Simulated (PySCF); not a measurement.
Si(F)(Cl)(Me)2 (C₂H₆ClFSi), SMILES C[Si](C)(F)Cl.

The structure is a stationary point at ωB97X-D3(BJ)/def2-SVP.

Calculation: PySCF with PBE/def2-TZVP.

Symmetry labels are those of the subgroup Cs that the program uses (full group Cs).

Computed valence orbital energies around the gap with their symmetry:
| orbital | symmetry | energy (eV) |
|---|---|---|
| HOMO−7 | A" | -10.13 |
| HOMO−6 | A' | -10.11 |
| HOMO−5 | A' | -9.94 |
| HOMO−4 | A" | -9.64 |
| HOMO−3 | A' | -8.62 |
| HOMO−2 | A" | -8.31 |
| HOMO−1 | A' | -7.83 |
| HOMO | A" | -7.36 |
| LUMO | A' | 0.09 |
| LUMO+1 | A' | 0.36 |
| LUMO+2 | A' | 0.56 |
| LUMO+3 | A" | 1.03 |
